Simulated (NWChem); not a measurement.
# C4H5NO; SMILES C=C1C=NCO1

```xyz
11

C      0.0442    -2.1214     0.0000
C      0.0231    -0.7680     0.0000
C      1.1510     0.1755     0.0000
N      0.7707     1.4087     0.0000
C     -0.6682     1.3802     0.0000
O     -1.1062     0.0029     0.0000
H      1.0104    -2.6418     0.0000
H     -0.8826    -2.7102     0.0000
H      2.2130    -0.1222     0.0000
H     -1.0732     1.8949    -0.9020
H     -1.0732     1.8949     0.9020
```
Atoms are numbered in this order, from 1.

Level: PBE-D3(BJ)/def2-SVP (NWChem), optimised geometry, unscaled harmonic frequencies. 

```tsv
frequency (cm⁻¹)	IR intensity (km/mol)
176	2.2
349	0.1
351	9.8
627	6.4
668	2.6
693	2.3
775	50.3
797	1.2
874	10.5
908	2.1
925	45.5
982	103.9
1017	18.1
1035	11.1
1154	0.2
1212	24.0
1265	9.3
1341	46.4
1360	1.3
1416	4.6
1624	36.7
1675	56.3
2945	54.4
2986	17.9
3113	0.6
3121	4.9
3221	0.5
```

```yaml
zero_point_energy: 52.3 kcal/mol
thermal correction to the enthalpy at 298.15 K (with zero-point energy): 56.1 kcal/mol
heat capacity Cv: 18.7 cal/(mol K)
entropy at 298.15 K and 1 atm (symmetry number 1): 72.0 cal/(mol K)
dipole_moment: 0.25 D
```

Rigid rotor and harmonic oscillator.
